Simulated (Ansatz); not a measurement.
Conformers of `COB(S)OC`, each relaxed with PBE0-D4/def2-TZVP in Ansatz. CBS adds the triple-zeta coupled-cluster correction to the MP2 limit.

Not all of them had a frequency check.

Conformer A:

```xyz
13

C     1.023    0.845   -1.667
O     0.094    0.222   -0.805
B     0.344    0.045    0.517
S     1.915    0.612    1.263
O    -0.577   -0.558    1.307
C    -1.801   -1.005    0.752
H     1.965    0.290   -1.698
H     0.588    0.861   -2.666
H     1.226    1.872   -1.351
H     1.597    0.192    2.496
H    -2.380   -1.450    1.560
H    -2.363   -0.174    0.318
H    -1.630   -1.753   -0.026
```

Conformer B:

```xyz
13

C     1.335   -1.529    1.220
O     1.109   -0.817    0.032
B     0.071    0.029   -0.176
S    -1.244    0.414    1.049
O     0.028    0.623   -1.392
C    -0.988    1.527   -1.758
H     1.484   -0.855    2.070
H     2.242   -2.118    1.083
H     0.508   -2.211    1.443
H    -0.788   -0.373    2.034
H    -0.994    2.405   -1.104
H    -0.790    1.851   -2.780
H    -1.974    1.054   -1.722
```

(1) Which is lowest in electronic energy at CCSD(T)/CBS (frozen core, def2 sets), and by how much? (An estimate is asked.)

(2) Give the energies relative to A (kJ/mol) with B2PLYP/def2-TZVPP, r2SCAN/def2-TZVPP, PBE0/def2-TZVPP, SCS-MP2/def2-TZVPP, CCSD(T)/def2-TZVPP, SCS-MP2/def2-QZVPP, HF/CBS(def2). (An estimate is asked.)

## Answers

(1) The calculation gave: A; B lies 9.8 kJ/mol higher.

(2) Ansatz gave: 
| level | B |
| --- | --- |
| B2PLYP/def2-TZVPP | 10.7 |
| r2SCAN/def2-TZVPP | 8.7 |
| PBE0/def2-TZVPP | 9.1 |
| SCS-MP2/def2-TZVPP | 11.1 |
| CCSD(T)/def2-TZVPP | 10.5 |
| SCS-MP2/def2-QZVPP | 10.7 |
| HF/CBS(def2) | 14.4 |
